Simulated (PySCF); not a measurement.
InSi⁺ from Hartree–Fock to correlated methods

State: ³Π (triplet), unpaired electrons σ ↑, π ↑. Set-up: PySCF, spin-free X2C with a Gaussian nucleus, basis sets In x2c-SVPall, Si x2c-SVPall. De refers to In⁺ + Si in their high-spin ground configurations, without counterpoise correction. The functionals are run spin-unrestricted. A positive dipole points towards Si; it is taken about the centre of mass and depends on that origin.

```json
{"Level": "UHF", "Re (Å)": "3.409", "ωe (cm⁻¹)": "90.8", "De (eV)": "0.391", "μ (D)": "0.75"}
{"Level": "UHF-MP2", "Re (Å)": "3.211", "ωe (cm⁻¹)": "107", "De (eV)": "0.53", "μ (D)": "n/a"}
{"Level": "UHF-SCS-MP2", "Re (Å)": "3.273", "ωe (cm⁻¹)": "100", "De (eV)": "0.482", "μ (D)": "n/a"}
{"Level": "UHF-CCSD", "Re (Å)": "3.225", "ωe (cm⁻¹)": "107", "De (eV)": "0.52", "μ (D)": "n/a"}
{"Level": "UHF-CCSD(T)", "Re (Å)": "3.190", "ωe (cm⁻¹)": "111", "De (eV)": "0.55", "μ (D)": "n/a"}
{"Level": "PBE", "Re (Å)": "3.092", "ωe (cm⁻¹)": "123", "De (eV)": "0.86", "μ (D)": "2.16"}
{"Level": "PW91", "Re (Å)": "3.080", "ωe (cm⁻¹)": "126", "De (eV)": "0.89", "μ (D)": "2.21"}
{"Level": "r²SCAN", "Re (Å)": "3.065", "ωe (cm⁻¹)": "127", "De (eV)": "0.82", "μ (D)": "2.04"}
{"Level": "TPSSh", "Re (Å)": "3.111", "ωe (cm⁻¹)": "121", "De (eV)": "0.76", "μ (D)": "1.81"}
{"Level": "PBE0", "Re (Å)": "3.086", "ωe (cm⁻¹)": "124", "De (eV)": "0.77", "μ (D)": "1.88"}
{"Level": "M06", "Re (Å)": "3.114", "ωe (cm⁻¹)": "130", "De (eV)": "0.83", "μ (D)": "2.17"}
{"Level": "CAM-B3LYP", "Re (Å)": "3.116", "ωe (cm⁻¹)": "121", "De (eV)": "0.71", "μ (D)": "1.84"}
```

The bond length runs from 3.065 Å (r²SCAN) to 3.409 Å (UHF). De spans 0.39 eV (UHF, mean field) to 0.89 eV (PW91, GGA). Correlation at CCSD(T) changes the Hartree–Fock bond energy by +0.16 eV; the triples alone change it by +0.03 eV.

Correlated steps freeze 23 core orbitals. Correlated levels converge slowly with the basis: in double zeta they bind strong bonds too weakly, by up to about 1 eV, and carry superposition errors of some tenths. These are scalar-relativistic numbers at best; spin–orbit coupling would shift them, the dissociation energy most. For an ion De counts to the pair picked by the measured ionisation energies or electron affinities, which need not be the lowest pair at this level. The state was picked by a PBE0 search and need not be the measured ground state.

The whole job (state search and all levels along the bond) took about 3.2 min on 1 thread of Oxide Virtual Turin-like (shared host), peak memory 0.69 GiB.
